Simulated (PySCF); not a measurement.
PySCF input (HF/def2-TZVPD):

```python
from pyscf import gto, scf, dft

mol = gto.M(
    atom='''
    Ge   -0.08275598    0.53781547    0.33165785
    Cl    1.82797786   -0.31650379   -0.26015654
    Cl   -1.66244819   -0.72097814   -0.47520065
    H    -0.16581297    0.42709784    1.88802085
    ''',
    basis='def2-tzvpd',
    charge=0,
    spin=1,
    verbose=4,
)

mf = scf.UHF(mol).density_fit(auxbasis='def2-universal-jkfit')
mf.conv_tol = 1e-9
mf.max_cycle = 100
mf.max_memory = 1500
mf.kernel()
if not mf.converged:
    mf = mf.newton()
    mf.kernel(mf.make_rdm1())
for _ in range(2):
    mo, _, stable, _ = mf.stability(return_status=True)
    if stable:
        break
    mf.kernel(mf.make_rdm1(mo, mf.mo_occ))
mf.analyze()
```

Output:

```
PySCF version 2.14.0

[INPUT] verbose = 4
[INPUT] num. atoms = 4
[INPUT] num. electrons = 67
[INPUT] charge = 0
[INPUT] spin (= nelec alpha-beta = 2S) = 1
[INPUT] symmetry False subgroup None
[INPUT] Mole.unit = angstrom
[INPUT] Symbol           X                Y                Z      unit          X                Y                Z       unit  Magmom
[INPUT]  1 Ge    -0.082755980000   0.537815470000   0.331657850000 AA   -0.156386137370   1.016323943854   0.626742503562 Bohr   0.0
[INPUT]  2 Cl     1.827977860000  -0.316503790000  -0.260156540000 AA    3.454377517169  -0.598105480487  -0.491624610114 Bohr   0.0
[INPUT]  3 Cl    -1.662448190000  -0.720978140000  -0.475200650000 AA   -3.141571775379  -1.362451226398  -0.897999082715 Bohr   0.0
[INPUT]  4 H     -0.165812970000   0.427097840000   1.888020850000 AA   -0.313341101201   0.807097945993   3.567842323969 Bohr   0.0

nuclear repulsion = 324.929568550233
number of shells = 55
number of NR pGTOs = 261
number of NR cGTOs = 155
basis = def2-tzvpd
ecp = {}

******** <class 'pyscf.df.df_jk.DFUHF'> ********
method = DFUHF
initial guess = minao
damping factor = 0
level_shift factor = 0
DIIS = <class 'pyscf.scf.diis.CDIIS'>
diis_start_cycle = 1
diis_space = 8
diis_damp = 0
SCF conv_tol = 1e-09
SCF conv_tol_grad = None
SCF max_cycles = 100
direct_scf = False
number electrons alpha = 34  beta = 33
Set gradient conv threshold to 3.16228e-05
******** <class 'pyscf.df.df.DF'> ********
auxbasis = def2-universal-jkfit
init E= -2994.41189654792
  alpha nocc = 34  HOMO = -0.150115579105051  LUMO = 0.0401962277735411
  beta  nocc = 33  HOMO = -0.401781939955338  LUMO = -0.150115579105051

WARN: HOMO -0.150115579105051 >= LUMO -0.150115579105051

cycle= 1 E= -2994.95707372759  delta_E= -0.545  |g|= 0.366  |ddm|= 1.19
  alpha nocc = 34  HOMO = -0.386433939257927  LUMO = 0.0414762619233148
  beta  nocc = 33  HOMO = -0.439199057579261  LUMO = -0.0884088079594392
  HOMO = -0.386433939258  LUMO = -0.0884088079594  gap/eV = 8.10968
cycle= 2 E= -2995.01380159118  delta_E= -0.0567  |g|= 0.27  |ddm|= 0.516
  alpha nocc = 34  HOMO = -0.365987458410533  LUMO = 0.0634051243543357
  beta  nocc = 33  HOMO = -0.457088235287156  LUMO = -0.036459497137578
  HOMO = -0.365987458411  LUMO = -0.0364594971376  gap/eV = 8.96691
cycle= 3 E= -2995.03508122945  delta_E= -0.0213  |g|= 0.0376  |ddm|= 0.185
  alpha nocc = 34  HOMO = -0.367706270457017  LUMO = 0.0636276560576467
  beta  nocc = 33  HOMO = -0.458859005340995  LUMO = -0.0152527535284293
  HOMO = -0.367706270457  LUMO = -0.0152527535284  gap/eV = 9.59075
cycle= 4 E= -2995.03731769339  delta_E= -0.00224  |g|= 0.0176  |ddm|= 0.103
  alpha nocc = 34  HOMO = -0.373208984627578  LUMO = 0.0640805989867324
  beta  nocc = 33  HOMO = -0.45887783744829  LUMO = -0.0125180104111848
[...]
  beta  nocc = 33  HOMO = -0.459976449984143  LUMO = -0.011446842113191
  HOMO = -0.374311899404  LUMO = -0.0114468421132  gap/eV = 9.87406
Extra cycle  E= -2995.03795841906  delta_E= -1.27e-10  |g|= 5.3e-06  |ddm|= 1.22e-05
converged SCF energy = -2995.03795841906  <S^2> = 0.75854091  2S+1 = 2.0085227
uhf_internal: lowest eigs of H = [0.32896404 0.36506734 0.37494226]
<class 'pyscf.df.df_jk.DFUHF'> wavefunction is stable in the internal stability analysis
**** SCF Summaries ****
Total Energy =                       -2995.037958419055940
Nuclear Repulsion Energy =             324.929568550232887
One-electron Energy =                -4813.817200837060227
Two-electron Energy =                 1493.849673867771571
Two-electron Coulomb Energy =         1626.914300651522353
DFT Exchange-Correlation Energy =     -133.064626783750782
HOMO-LUMO gap [eV] =                     9.874061147105238
**** MO energy ****
                             alpha | beta                alpha | beta
MO #1   energy= -405.317815983322  | -405.315236865458  occ= 1 | 1
MO #2   energy= -104.838812506408  | -104.837450094452  occ= 1 | 1
MO #3   energy= -104.838812415638  | -104.837450046817  occ= 1 | 1
MO #4   energy= -52.2218967570618  | -52.2199875716233  occ= 1 | 1
MO #5   energy= -46.3106817640039  | -46.308446350236   occ= 1 | 1
MO #6   energy= -46.3089274271774  | -46.3080441138422  occ= 1 | 1
MO #7   energy= -46.3082046594442  | -46.3065742813857  occ= 1 | 1
MO #8   energy= -10.5671318902199  | -10.5658177647796  occ= 1 | 1
MO #9   energy= -10.5671282829992  | -10.5658122831355  occ= 1 | 1
MO #10  energy= -8.03553595280313  | -8.03234148010906  occ= 1 | 1
MO #11  energy= -8.03553496117083  | -8.03234008595091  occ= 1 | 1
MO #12  energy= -8.03248198582795  | -8.0316122820547   occ= 1 | 1
MO #13  energy= -8.03248154853955  | -8.03161205984642  occ= 1 | 1
MO #14  energy= -8.03229050203767  | -8.02971961407433  occ= 1 | 1
MO #15  energy= -8.03228987983898  | -8.02971912199671  occ= 1 | 1
MO #16  energy= -7.26695329953086  | -7.2605175872175   occ= 1 | 1
MO #17  energy= -5.24443097757676  | -5.23864157702531  occ= 1 | 1
MO #18  energy= -5.23965242507776  | -5.23737782612033  occ= 1 | 1
MO #19  energy= -5.23753514874929  | -5.23186900138686  occ= 1 | 1
MO #20  energy= -1.71657815364853  | -1.71496984350333  occ= 1 | 1
MO #21  energy= -1.71529953200724  | -1.71311660307094  occ= 1 | 1
MO #22  energy= -1.71246190431867  | -1.70905672596495  occ= 1 | 1
MO #23  energy= -1.71065222513439  | -1.70859161774659  occ= 1 | 1
MO #24  energy= -1.71061075054581  | -1.7072000768662   occ= 1 | 1
MO #25  energy= -1.11073636226141  | -1.0997938739496   occ= 1 | 1
MO #26  energy= -1.08737541439913  | -1.07744547909615  occ= 1 | 1
MO #27  energy= -0.732097842084098 | -0.686879753343739 occ= 1 | 1
MO #28  energy= -0.551691160799443 | -0.529231708779407 occ= 1 | 1
MO #29  energy= -0.540849958098504 | -0.52541675100272  occ= 1 | 1
MO #30  energy= -0.509451088942814 | -0.487249791116278 occ= 1 | 1
MO #31  energy= -0.478345619968305 | -0.466479920828915 occ= 1 | 1
MO #32  energy= -0.469961247859445 | -0.4606791460557   occ= 1 | 1
MO #33  energy= -0.462222481625646 | -0.459976449984143 occ= 1 | 1
MO #34  energy= -0.374311899403839 | -0.011446842113191 occ= 1 | 0
MO #35  energy= 0.0601169757906446 | 0.0641058785979314 occ= 0 | 0
MO #36  energy= 0.0627817183248514 | 0.0673346118275439 occ= 0 | 0
MO #37  energy= 0.0672940132839659 | 0.07311500646857   occ= 0 | 0
MO #38  energy= 0.0865749035901174 | 0.0910744325844131 occ= 0 | 0
MO #39  energy= 0.0944057487100966 | 0.0998055859428087 occ= 0 | 0
MO #40  energy= 0.0964888483153718 | 0.104654143687586  occ= 0 | 0
MO #41  energy= 0.102984773668694  | 0.110908874916106  occ= 0 | 0
MO #42  energy= 0.110560538634995  | 0.112166687187558  occ= 0 | 0
MO #43  energy= 0.121696800580209  | 0.12990748682945   occ= 0 | 0
MO #44  energy= 0.14661029208637   | 0.155626754439663  occ= 0 | 0
MO #45  energy= 0.177328422599208  | 0.18433036602455   occ= 0 | 0
MO #46  energy= 0.188433891861278  | 0.19546083488098   occ= 0 | 0
MO #47  energy= 0.197321104168628  | 0.200678103019243  occ= 0 | 0
MO #48  energy= 0.22436287031856   | 0.234181945321619  occ= 0 | 0
MO #49  energy= 0.227760356410506  | 0.238432365752755  occ= 0 | 0
MO #50  energy= 0.240005522067584  | 0.2447336356988    occ= 0 | 0
MO #51  energy= 0.240876016969557  | 0.254485983070811  occ= 0 | 0
MO #52  energy= 0.262499011800093  | 0.268256326223908  occ= 0 | 0
MO #53  energy= 0.285080586788522  | 0.291200977599794  occ= 0 | 0
MO #54  energy= 0.302911829177078  | 0.306317962657885  occ= 0 | 0
MO #55  energy= 0.304249217581464  | 0.311319348757253  occ= 0 | 0
MO #56  energy= 0.312463519603336  | 0.323412444600598  occ= 0 | 0
MO #57  energy= 0.335035695684896  | 0.336498260587628  occ= 0 | 0
MO #58  energy= 0.337837597458473  | 0.342880381501108  occ= 0 | 0
MO #59  energy= 0.343844295194984  | 0.349308160896963  occ= 0 | 0
MO #60  energy= 0.357291370027909  | 0.358837281376058  occ= 0 | 0
MO #61  energy= 0.365871721788759  | 0.378059797679464  occ= 0 | 0
MO #62  energy= 0.388896764070867  | 0.391872282684048  occ= 0 | 0
MO #63  energy= 0.403982802028435  | 0.409257290462033  occ= 0 | 0
MO #64  energy= 0.40656370832614   | 0.409535056135225  occ= 0 | 0
MO #65  energy= 0.44723779237431   | 0.465188907620064  occ= 0 | 0
MO #66  energy= 0.477876596369711  | 0.491843833407783  occ= 0 | 0
MO #67  energy= 0.498433773046846  | 0.506314377467579  occ= 0 | 0
MO #68  energy= 0.531905969891314  | 0.537316806735568  occ= 0 | 0
MO #69  energy= 0.554242935829047  | 0.574977314493352  occ= 0 | 0
MO #70  energy= 0.57861701393304   | 0.585743590136214  occ= 0 | 0
MO #71  energy= 0.60951804257628   | 0.614936412826127  occ= 0 | 0
MO #72  energy= 0.614558190836216  | 0.624489960577089  occ= 0 | 0
MO #73  energy= 0.651360781853153  | 0.676255571296444  occ= 0 | 0
MO #74  energy= 0.701405459164306  | 0.706482755864001  occ= 0 | 0
MO #75  energy= 0.720083345119097  | 0.726559693749286  occ= 0 | 0
MO #76  energy= 0.733570391945975  | 0.746156976504222  occ= 0 | 0
MO #77  energy= 0.745342098083381  | 0.747128397993541  occ= 0 | 0
MO #78  energy= 0.770377652115862  | 0.778049940566217  occ= 0 | 0
MO #79  energy= 0.779144587318528  | 0.782598799285443  occ= 0 | 0
MO #80  energy= 0.798115832520433  | 0.802784333659194  occ= 0 | 0
MO #81  energy= 0.800441319854132  | 0.808640341416067  occ= 0 | 0
MO #82  energy= 0.804490783705514  | 0.812459473658959  occ= 0 | 0
MO #83  energy= 0.81270524211948   | 0.822779936009691  occ= 0 | 0
MO #84  energy= 0.83158741843188   | 0.836612318069836  occ= 0 | 0
MO #85  energy= 0.8344703953279    | 0.840482562611166  occ= 0 | 0
MO #86  energy= 0.839407635552218  | 0.845119847188573  occ= 0 | 0
MO #87  energy= 0.852734602249701  | 0.861536947121127  occ= 0 | 0
MO #88  energy= 0.932501196381065  | 0.938698461009576  occ= 0 | 0
MO #89  energy= 0.944041716708032  | 0.949437921675358  occ= 0 | 0
MO #90  energy= 0.969952623755482  | 0.977371091419624  occ= 0 | 0
MO #91  energy= 1.1922101929156    | 1.21183436489714   occ= 0 | 0
MO #92  energy= 1.20090101350741   | 1.21376374750763   occ= 0 | 0
MO #93  energy= 1.21637756790908   | 1.22610253465616   occ= 0 | 0
MO #94  energy= 1.22042352304525   | 1.24739305436286   occ= 0 | 0
MO #95  energy= 1.29874294786412   | 1.30990649616182   occ= 0 | 0
MO #96  energy= 1.31804875563833   | 1.33539326699661   occ= 0 | 0
MO #97  energy= 1.32567424108623   | 1.33989878074918   occ= 0 | 0
MO #98  energy= 1.32754481224523   | 1.3544492073158    occ= 0 | 0
MO #99  energy= 1.4065648871672    | 1.42795385842337   occ= 0 | 0
MO #100 energy= 1.43598585310008   | 1.44374212862152   occ= 0 | 0
MO #101 energy= 1.45344038489779   | 1.46325448642863   occ= 0 | 0
MO #102 energy= 1.47698965732126   | 1.49404854334756   occ= 0 | 0
MO #103 energy= 1.58355405116622   | 1.59154598032745   occ= 0 | 0
MO #104 energy= 1.68354227873304   | 1.69370033000894   occ= 0 | 0
[...]
```

It need not be the lowest isomer of its formula.
